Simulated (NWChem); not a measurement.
**Relativistic effects in tin monoxide (OSn)**

```
Sn
O 1 1.8384
```
Charge 0, spin multiplicity 1.

Program: NWChem. All single points use one geometry, from PBE0/def2-SVP with def2 effective core potentials on Sn, a minimum by its harmonic frequencies.

Functional PBE0, all-electron basis x2c-SVPall-2c, contracted for the X2C Hamiltonian and used here with ZORA. The ion keeps the geometry and has multiplicity 2 in the scalar run; the spin-orbit run starts from the same electron counts.

Relative cost: rough, from shared machines, SCF included, scalar ZORA = 1.

The stability of the SCF solutions was not checked.

| Hamiltonian | ΔSCF ionisation energy (eV) | HOMO (eV) | LUMO (eV) | gap (eV) | relative cost |
|---|---|---|---|---|---|
| scalar ZORA | 9.79 | -7.61 | -2.16 | 5.45 | 1 |
| spin-orbit ZORA | 9.81 | -7.62 | -2.27 | 5.35 | under 3 |

From scalar ZORA to spin-orbit ZORA the ionisation energy increases by 0.02 eV.
